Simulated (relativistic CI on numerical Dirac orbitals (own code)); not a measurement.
**Cl XII: q coefficients**

Method of calculation: Dirac-Coulomb-Breit CI, KLI orbitals optimised for each configuration, derivatives by finite differences, unscaled Slater integrals, QED left out (own radial code, finite nucleus).

CI space (outside the closed core 1s2): 2s2 2p2, 2s 2p3, 2p4, 2p3 3s, 2p3 3p, 2s2 2p 3s, 2p3 3d, 2s2 2p 3p. Levels of other configurations are missing.

With x = (α/α₀)² − 1 an excitation energy changes as ω = ω₀ + qx; K = 2q/ω₀ is the relative enhancement. Terms are leading LS components, so labels can repeat.

Lowest level 2s2 2p2 3P_0.

```csv
Level,ω₀ (cm⁻¹),q (cm⁻¹)
2s2 2p2 3P_1,7209,8824
2s2 2p2 3P_2,16583,17210
2s2 2p2 1D_2,78084,15980
2s2 2p2 1S_0,143413,18750
2s 2p3 5S°_2,194747,28640
2s 2p3 3D°_2,389484,27530
2s 2p3 3D°_1,389920,28120
2s 2p3 3D°_3,390097,29410
2s 2p3 3P°_0,456943,30690
2s 2p3 3P°_1,457103,31300
2s 2p3 3P°_2,457822,32850
2s 2p3 1D°_2,588011,31670
2s 2p3 3S°_1,588416,29570
```

At this charge energies of transitions that change n are usually good to better than 1 %, and those within a shell (Δn = 0) to a few per cent.

Task: Which transition from the lowest level has the largest |K|?

Result: 2s2 2p2 3P_1 at 7209 cm⁻¹, K = 2.45.
